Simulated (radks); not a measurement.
Results of a calculation; reference values are marked as such.
Neutral potassium inside a hard spherical wall (all orbitals vanish at R), configuration held at [Ar] 4s1 and not refilled when levels cross. Level of theory: non-relativistic Kohn-Sham, PBE, spin-polarised, spherical densities, point nucleus; open shells are filled with parallel spins first (a radial shooting solver on a logarithmic mesh with Libxc functionals). Eigenvalues in eV for spin up, with the zero of energy where the potential of the charges vanishes at infinity; a dash marks a level that is unbound or too diffuse for the functional's potential to be trusted. A positive occupied level is held by the wall or, in an anion where self-interaction has pushed it up, behind a barrier. The pressure on the wall is -dE/dV.

| R (bohr) | E (hartree) | kinetic (hartree) | e(2p) | e(3s) | e(3p) | e(4s) | e(4p, empty) | e(5s, empty) | pressure (GPa) |
|---|---|---|---|---|---|---|---|---|---|
| free | -599.71047 | 599.071 | -279.86 | -34.996 | -18.817 | -2.534 | -0.975 | - | 0 |
| 20 | -599.71047 | 599.071 | -279.86 | -34.996 | -18.817 | -2.534 | -0.972 | 0.000 | < 0.0001 |
| 15 | -599.71037 | 599.072 | -279.84 | -34.981 | -18.802 | -2.524 | -0.928 | 0.501 | 0.000838 |
| 12 | -599.70943 | 599.079 | -279.75 | -34.892 | -18.715 | -2.460 | -0.754 | 1.596 | 0.0129 |
| 10 | -599.70586 | 599.099 | -279.54 | -34.685 | -18.510 | -2.278 | -0.372 | 3.384 | 0.0787 |
| 8 | -599.69095 | 599.162 | -279.01 | -34.182 | -18.020 | -1.671 | 0.704 | 7.492 | 0.514 |
| 6 | -599.62509 | 599.376 | -277.82 | -33.089 | -16.966 | 0.567 | 4.132 | 18.616 | 4.30 |
| 3.5 | -598.80600 | 602.094 | -270.09 | -27.481 | -11.334 | 21.628 | 30.141 | 87.713 | 216 |
| 2.5 | -595.77007 | 612.029 | -249.98 | -13.876 | 3.615 | 75.823 | 87.853 | 220.23 | 2540 |
| 2 | -589.67819 | 629.619 | -222.74 | 8.357 | 27.964 | 158.53 | 170.38 | 397.90 | 11900 |
